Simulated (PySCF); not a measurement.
Compound: C7H9NSi.
Atom-mapped SMILES: `[cH:1]1[cH:2][c:3]([SiH:4]2[CH2:5][CH2:6]2)[cH:7][cH:8][n:9]1` (hydrogens: H10 on C1; H11 on C2; H12 on Si4; H13, H14 on C5; H15, H16 on C6; H17 on C7; H18 on C8)

The same species was optimised twice, with GFN2-xTB and with PBE0-D3(BJ)/def2-SVP (PySCF), and the same property calculations (PySCF, gas phase) were run on both structures.

| coordinate | GFN2-xTB | PBE0-D3(BJ)/def2-SVP | change |
| --- | --- | --- | --- |
| Si4–C5 (Å) | 1.887 | 1.860 | -0.027 |
| Si4–C6 (Å) | 1.886 | 1.860 | -0.026 |
| C1–C2 (Å) | 1.384 | 1.395 | +0.011 |
| C7–C8 (Å) | 1.384 | 1.393 | +0.009 |
| C8–N9 (Å) | 1.323 | 1.332 | +0.009 |
| C3–C7 (Å) | 1.394 | 1.402 | +0.008 |
| C2–C3 (Å) | 1.393 | 1.401 | +0.008 |
| C3–Si4 (Å) | 1.873 | 1.865 | -0.008 |
| C1–N9 (Å) | 1.322 | 1.329 | +0.007 |
| C5–C6 (Å) | 1.532 | 1.538 | +0.006 |
| C5–Si4–C6 (°) | 47.9 | 48.8 | +0.9 |
| C3–Si4–C6 (°) | 118.4 | 119.2 | +0.8 |
| C3–Si4–C5 (°) | 118.4 | 119.2 | +0.8 |
| Si4–C6–C5 (°) | 66.0 | 65.6 | -0.4 |
| C2–C3–Si4 (°) | 121.0 | 121.4 | +0.4 |
| Si4–C5–C6 (°) | 66.0 | 65.6 | -0.4 |
| Si4–C3–C7 (°) | 122.2 | 121.8 | -0.4 |
| C1–N9–C8 (°) | 117.7 | 117.4 | -0.3 |
| C2–C3–Si4–C5 (°) | 153 | 154 | +1 |

Rotational constants: A = 3842, B = 822.0, C = 716.1 MHz (GFN2-xTB) against A = 3834, B = 820.3, C = 715.2 MHz (PBE0-D3(BJ)/def2-SVP).

On the GFN2-xTB structure: HOMO (eV) -6.82 [PBE0/pcSseg-1]; LUMO (eV) -1.29 [PBE0/pcSseg-1]; dipole (D) 1.98 [PBE0/pcSseg-1]; GIAO shielding of C1/C8 (mean) (ppm) 32.3 [PBE0/pcSseg-1]; GIAO shielding of C2/C7 (mean) (ppm) 53.7 [PBE0/pcSseg-1]; GIAO shielding of C3 (ppm) 38.3 [PBE0/pcSseg-1]; GIAO shielding of Si4 (ppm) 475.1 [PBE0/pcSseg-1]; GIAO shielding of C5/C6 (mean) (ppm) 186.6 [PBE0/pcSseg-1]; GIAO shielding of N9 (ppm) -94.2 [PBE0/pcSseg-1].

Problem. What do these properties become on the PBE0-D3(BJ)/def2-SVP structure?

Solution. 
```tsv
property	level	on GFN2-xTB	on PBE0-D3(BJ)/def2-SVP	change
HOMO (eV)	PBE0/pcSseg-1	-6.82	-6.85	-0.03
LUMO (eV)	PBE0/pcSseg-1	-1.29	-1.33	-0.04
dipole (D)	PBE0/pcSseg-1	1.98	1.95	-0.03
energy, GFN2-xTB geometry as zero (kcal/mol)	PBE0/pcSseg-1	0.0	-1.1	-1.1
GIAO shielding of C1/C8 (mean) (ppm)	PBE0/pcSseg-1	32.3	29.7	-2.6
GIAO shielding of C2/C7 (mean) (ppm)	PBE0/pcSseg-1	53.7	50.8	-2.9
GIAO shielding of C3 (ppm)	PBE0/pcSseg-1	38.3	36.9	-1.4
GIAO shielding of Si4 (ppm)	PBE0/pcSseg-1	475.1	467.1	-8.0
GIAO shielding of C5/C6 (mean) (ppm)	PBE0/pcSseg-1	186.6	186.4	-0.2
GIAO shielding of N9 (ppm)	PBE0/pcSseg-1	-94.2	-97.9	-3.7
```

The heavy atoms differ by 0.017 Å rms after alignment. Among bonds between heavy atoms Si4–C5 and Si4–C6 change most and about equally (-0.027 to -0.026 Å). Changes are differences of the printed values. Neither structure is proved a minimum here.

Shape of the structure used: `[cH:1]1[cH:2][c:3]([SiH:4]2[CH2:5][CH2:6]2)[cH:7][cH:8][n:9]1`: C2–C3–Si4–C5 154°.
